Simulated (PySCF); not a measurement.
Molecule: `Fc1ccncc1`, C5H4FN.

Bonds (- single, = double, # triple, : aromatic): F1-C2 1.326 Å, C2:C3 1.388 Å, C3:C4 1.394 Å, C4:N5 1.330 Å, N5:C6 1.330 Å, C6:C7 1.394 Å, C7:C2 1.389 Å. C3 carries H8; C4 carries H9; C6 carries H10; C7 carries H11.

Geometry PBE0-D3(BJ)/def2-SVP throughout; GIAO in PySCF, gas phase, one conformer, non-relativistic; equivalent atoms averaged; basis pcSseg-1.

**Question.** How do the absolute shieldings σ depend on the functional? (ppm; last column core-seconds on shared hosts with different chips, so compare them loosely; the GGAs took longer than the global hybrids here, which isn't the general rule, and the cause wasn't traced)

**Answer.** 
```
functional           kind     F1    C2  C4/C6  C3/C7     N5  H9/H10  H8/H11  core-s
       PBE            GGA  251.8   5.3   25.0   66.0  -82.8   22.55   24.42      19
      BLYP            GGA  253.6  -1.2   19.6   60.8  -91.0   22.83   24.69      17
      OPBE            GGA  256.1  18.6   36.3   75.7  -63.0   22.50   24.38      18
     B97-D            GGA  262.0   8.9   28.5   68.8  -73.6   22.87   24.72      18
     B3LYP  global hybrid  274.0   1.4   20.8   62.9  -93.3   22.77   24.54      13
      PBE0  global hybrid  276.6   8.2   26.3   68.4  -85.5   22.52   24.30      12
  mPW1PW91  global hybrid  277.5   7.3   25.4   67.5  -86.7   22.59   24.36      14
      WP04  global hybrid  280.5  -5.0   14.5   56.1  -97.5   23.11   24.84      12
```

**Question.** Which nucleus moves most, in ppm?

**Answer.** N5 (pyridine-type ring nitrogen): from -97.5 ppm with WP04 to -63.0 ppm with OPBE. The smallest spread is 0.54 ppm, at H8/H11. Proton shifts span only some 12 ppm, so a few tenths of a ppm matter as much there as several ppm in carbon.
